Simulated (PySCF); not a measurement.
Distances in Å between the heavy atoms of a computed structure (GFN2-xTB; lower triangle, same order across):
```
C1    0.00
C2    1.33  0.00
F3    2.31  1.35  0.00
C4    2.47  1.45  2.37  0.00
F5    2.73  2.33  3.55  1.36  0.00
C6    3.75  2.55  2.93  1.34  2.30  0.00
Cl7   4.55  3.22  2.80  2.68  3.91  1.72  0.00
C8    4.96  3.91  4.42  2.50  2.78  1.50  2.72  0.00
C9    5.77  4.74  5.17  3.43  3.67  2.49  3.30  1.53  0.00
```

Hydrogens: 2 on C1, 2 on C8, 3 on C9.

Charge 0, singlet.

(1) Which heavy atoms are bonded, and with what formal order?

(2) Give the structure as a SMILES string.

(3) Describe the place of each heavy atom.

Results:

(1) C1–C2 (double); C2–F3 (single); C2–C4 (single); C4–F5 (single); C4–C6 (double); C6–Cl7 (single); C6–C8 (single); C8–C9 (single).

(2) `C=C(F)/C(F)=C(\Cl)CC`, C6H7ClF2. Among its features: C=C double bond, C–F bond and C–Cl bond.

(3) C1: terminal =CH2 carbon; C2: vinylic C–F carbon; F3: vinyl fluorine; C4: vinylic C–F carbon; F5: vinyl fluorine; C6: vinylic C–Cl carbon; Cl7: vinyl chlorine; C8: allylic carbon; C9: methyl carbon.

Conformer computed: `[CH2:1]=[C:2]([F:3])/[C:4]([F:5])=[C:6](\[Cl:7])[CH2:8][CH3:9]`: C1–C2–C4–F5 1°, C4–C6–C8–C9 -104°.
